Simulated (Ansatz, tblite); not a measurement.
Spin states of Mn(NH2)2 (MnN2H4), formally d⁵, each relaxed with r2SCAN-D4/def2-TZVP in Ansatz. Electronic energies in the gas phase.

The xTB rows come from tblite. HSE06 is defined as in plane-wave codes, on full-range PBE exchange. Correlated methods freeze 7 core orbitals; core or outer-core shells of Mn are correlated, in sets that lack core-valence functions.

Quartet geometry:

| atom | x (Å) | y (Å) | z (Å) |
| --- | --- | --- | --- |
| Mn1 | -0.551 | 0.215 | 0.025 |
| N2 | -0.736 | -1.558 | 0.386 |
| H3 | -0.479 | -1.970 | 1.277 |
| H4 | -0.674 | -2.276 | -0.329 |
| N5 | 0.486 | 1.656 | -0.374 |
| H6 | 1.073 | 2.119 | 0.311 |
| H7 | 0.881 | 1.813 | -1.295 |

Sextet geometry (D2d within 0.1 Å):

Cartesian coordinates in Å:
```
Mn 0.003 -0.001 -0.001
N 0.307 1.530 -1.055
H 1.008 2.239 -0.887
H -0.201 1.788 -1.890
N -0.306 -1.530 1.055
H 0.129 -2.435 0.937
H -0.940 -1.592 1.840
```

Run but left out: HF/STO-3G, HF/def2-TZVP, LC-ωPBE/def2-TZVP (quartet: ⟨S²⟩ 4.26 to 4.74, where a pure state has 3.75); MP2/def2-TZVP, CCSD/def2-TZVP, CCSD(T)/def2-TZVP (flagged by the program: no end).

The doublet was relaxed too but is left out (at the level of its geometry, ⟨S²⟩ 2.43, where a pure state has 0.75); at PBE0-D4/def2-TZVP it lies 2.52 eV above the lowest shown.

```tsv
level	sextet − quartet (kcal/mol)	lowest of these	remarks
GFN1-xTB	23.7	quartet	–
GFN2-xTB	34.2	quartet	–
PBE-D4/def2-TZVP	-18.9	sextet	–
revPBE-D4/def2-TZVP	-20.7	sextet	spin-contaminated (⟨S²⟩ 3.87) (quartet)
r2SCAN-D4/def2-TZVP	-30.0	sextet	spin-contaminated (⟨S²⟩ 3.94) (quartet)
PBE0-D4/def2-TZVP	-37.0	sextet	spin-contaminated (⟨S²⟩ 4.04) (quartet)
HSE06-D4/def2-TZVP	-37.0	sextet	spin-contaminated (⟨S²⟩ 4.01) (quartet)
ωB97M-V/def2-TZVP	-31.9	sextet	spin-contaminated (⟨S²⟩ 3.90) (quartet)
RPA@PBE/def2-TZVP	-24.6	sextet	–
```

```
  state  donor atoms  mean metal–ligand distance (Å)  range (Å)  Mulliken spin on the metal (PBE0)
quartet            2                           1.819  1.82–1.82                               3.44
 sextet            2                           1.883  1.88–1.88                               4.99
```

⟨S²⟩ at PBE0-D4/def2-TZVP: quartet 4.04 (pure 3.75), sextet 8.77 (pure 8.75).

Change of the sextet − quartet gap on mixing in exact exchange, in kcal/mol: PBE to PBE0 (25 % exact exchange) -18.1.

The xTB methods have no term that favours high spin, so they put low spin too low.
